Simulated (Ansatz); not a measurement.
CH6BFO2Si (`CBO[SiH](O)F`), relaxed with RKS PBE-D4/def2-SVP in the Gaussian-basis code of Ansatz from a rough embedded geometry. The force threshold is 0.03 eV/Å; the program also tests the step.

The species carries charge 0 and has multiplicity 1.

Start:

```xyz
12

C    -0.182   -1.346   -1.166
B    -0.642    0.122   -0.993
O     0.340    1.086   -0.574
Si    0.224    1.301    1.114
O     0.822   -0.204    1.868
F     1.094    2.553    1.670
H    -0.830   -2.011   -0.541
H     0.859   -1.490   -0.967
H    -0.422   -1.663   -2.242
H    -1.761    0.476   -1.249
H    -1.221    1.434    1.548
H     1.720   -0.259    1.533
```

(1) How much energy does the relaxation release, and in how many steps? (Best estimate.)

(2) Which bonds change most? (Best estimate.)

(3) Give the relaxed structure. (An estimate is asked.)

Answers

(1) Ansatz gave: 81.64 kJ/mol, in 20 steps.

(2) The calculation gave: Si4–O5 from 1.786 to 1.653 Å; B2–O3 from 1.439 to 1.372 Å; C1–H8 from 1.070 to 1.108 Å; C1–H9 from 1.147 to 1.113 Å.

(3) The calculation gave: 
```xyz
12

C    -0.258   -1.422   -1.785
B    -0.597   -0.306   -0.740
O     0.362    0.150    0.127
Si    0.271    1.311    1.337
O     0.765    0.666    2.777
F     1.285    2.495    0.860
H    -0.942   -2.290   -1.647
H     0.791   -1.778   -1.742
H    -0.472   -1.052   -2.813
H    -1.725    0.178   -0.670
H    -1.095    1.857    1.523
H     1.615    0.191    2.772
```
